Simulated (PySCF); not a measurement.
**LaF: f occupation and spin**

Unrestricted PBE0; PySCF, spin-free X2C with a Gaussian nucleus, basis sets La x2c-TZVPall, F x2c-TZVPall. The search starts from ions with several 4f fillings and holds each by maximum overlap.

The lowest solution has 2Ms+1 = 3, about 0.1 4f electrons, near 2.06 Å.

The lowest solution of each spin and filling, followed along the bond (rough minima from three points):

| 2Ms+1 | 4f population | ⟨S²⟩ at the start | R at minimum (Å) | Te (eV) |
| --- | --- | --- | --- | --- |
| 3 | 0.06 | 2.00 | 2.06 | 0.00 |
| 1 | 0.07 | 0.00 | 2.03 | 0.14 |

Solutions at the starting distance of 2.210 Å, counted from the lowest; the search is not exhaustive:

```json
{"2Ms+1": "3", "4f population": "0.06", "E (eV)": "0.00", "⟨S²⟩": "2.00", "⟨Lz²⟩": "4.0", "μ (D)": "-4.16"}
{"2Ms+1": "1", "4f population": "0.07", "E (eV)": "0.24", "⟨S²⟩": "0.00", "⟨Lz²⟩": "0.0", "μ (D)": "-2.93"}
{"2Ms+1": "1", "4f population": "0.06", "E (eV)": "0.40", "⟨S²⟩": "1.00", "⟨Lz²⟩": "4.0", "μ (D)": "-2.87"}
{"2Ms+1": "3", "4f population": "0.08", "E (eV)": "0.59", "⟨S²⟩": "2.00", "⟨Lz²⟩": "1.1", "μ (D)": "-2.47"}
{"2Ms+1": "1", "4f population": "0.08", "E (eV)": "0.79", "⟨S²⟩": "1.00", "⟨Lz²⟩": "1.7", "μ (D)": "-3.34"}
```

Partly filled real f orbitals mix terms, so no term symbols are given. A positive dipole means La(−)F(+).

Spin–orbit coupling is left out. Counting both spins, an empty level lies below a filled one in some of these solutions, because spin and occupation are held. With d or f electrons several states lie close, and the lowest PBE0 determinant need not be the measured ground state.
